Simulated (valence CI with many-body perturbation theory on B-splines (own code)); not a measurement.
Ho27+: fill in the table

Method: relativistic CI+MBPT: four valence electrons over a frozen Dirac-Fock core [Kr], a basis of 7 s, 7 p, 8 d, 6 f, 4 g, 1 h functions for each j, with the one-electron correlation potential Σ1 (screened to all orders), the two-electron term Σ2, the three-electron term Σ3, Breit, model QED; selected single and double excitations, second order for the rest, scaled by the run's own slope (own B-spline code, finite nucleus).

The last digits are not significant, and no measured levels were compared; by estimate large intervals hold to a few tenths of a per cent, small ones and those within an open d or f shell to about a per cent. The list stops below the first excitations out of the core.

```tsv
Level	E (cm⁻¹)
(4d3/2^4) J=0	0.0
(4d3/2^3 4d5/2) J=1	?
(4d3/2^3 4d5/2) J=2	86752
(4d3/2^3 4d5/2) J=4	91710
(4d3/2^3 4d5/2) J=3	98123
(4d3/2^2 4d5/2^2) J=0 [a]	142290
(4d3/2^2 4d5/2^2) J=4 [a]	148970
(4d3/2^2 4d5/2^2) J=2 [a]	152000
(4d3/2^2 4d5/2^2) J=3 [a]	?
(4d3/2^2 4d5/2^2) J=5	166630
(4d3/2^2 4d5/2^2) J=1	172830
(4d3/2^2 4d5/2^2) J=6	?
(4d3/2^2 4d5/2^2) J=4 [b]	186120
(4d3/2^2 4d5/2^2) J=3 [b]	187490
(4d3/2^2 4d5/2^2) J=2 [b]	188960
(4d3/2^2 4d5/2^2) J=2 [c]	220190
(4d3/2^2 4d5/2^2) J=4 [c]	?
(4d3/2 4d5/2^3) J=3 [a]	239260
(4d3/2^2 4d5/2^2) J=4 [d]	?
(4d3/2 4d5/2^3) J=1 [a]	?
```

Levels are named by their leading jj configuration (3d3/2^4 stands for four electrons in 3d with j = 3/2), which in mixed levels can hold well under half, so a name can repeat and another be missing. Letters in brackets count levels of one name in rising energy.

(1) The levels stand in rising order. What does the calculation give for the missing energies?

Answers

(1) (4d3/2^3 4d5/2) J=1 58138; (4d3/2^2 4d5/2^2) J=3 [a] 154430; (4d3/2^2 4d5/2^2) J=6 175630; (4d3/2^2 4d5/2^2) J=4 [c] 221230; (4d3/2^2 4d5/2^2) J=4 [d] 246400; (4d3/2 4d5/2^3) J=1 [a] 251880.
